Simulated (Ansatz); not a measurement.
`O[SiH](O)N[SiH2]F` and `O[SiH](O)N[SiH2]Cl` differ in one element.

Ansatz, PBE0-D4/def2-TZVP geometries, multiplicity 1. Each molecule was computed in one conformer, which needn't be the lowest.

```csv
property,`O[SiH](O)N[SiH2]F`
HOMO energy (ωB97M-V/def2-TZVPP) / eV,-10.69
size of the dipole moment (B3LYP/def2-TZVPP) / D,2.35
HOMO energy (PBE0/def2-TZVPP) / eV,-8.34
size of the dipole moment (ωB97M-V/def2-TZVPP) / D,2.38
HOMO–LUMO gap (PBE0/def2-TZVPP) / eV,8.74
LUMO energy (PBE/def2-TZVPP) / eV,-0.46
```

Q: What does the change do to each property? (Estimate.)

A: The calculation gave: 
| property | `O[SiH](O)N[SiH2]Cl` | shift |
| --- | --- | --- |
| HOMO energy (ωB97M-V/def2-TZVPP) / eV | -10.59 | 0.10 |
| size of the dipole moment (B3LYP/def2-TZVPP) / D | 1.76 | -0.59 |
| HOMO energy (PBE0/def2-TZVPP) / eV | -8.26 | 0.08 |
| size of the dipole moment (ωB97M-V/def2-TZVPP) / D | 1.76 | -0.62 |
| HOMO–LUMO gap (PBE0/def2-TZVPP) / eV | 8.58 | -0.16 |
| LUMO energy (PBE/def2-TZVPP) / eV | -0.54 | -0.08 |

With PBE0 the HOMO rises by 0.08 eV and the LUMO falls by 0.09 eV, so the gap narrows by about 0.17 eV. PBE moves the HOMO by 0.07 eV and ωB97M-V by 0.10 eV. Dipoles are sizes alone; their direction can turn.

B3LYP here is the variant with VWN-RPA as its local correlation; programs differ in this.
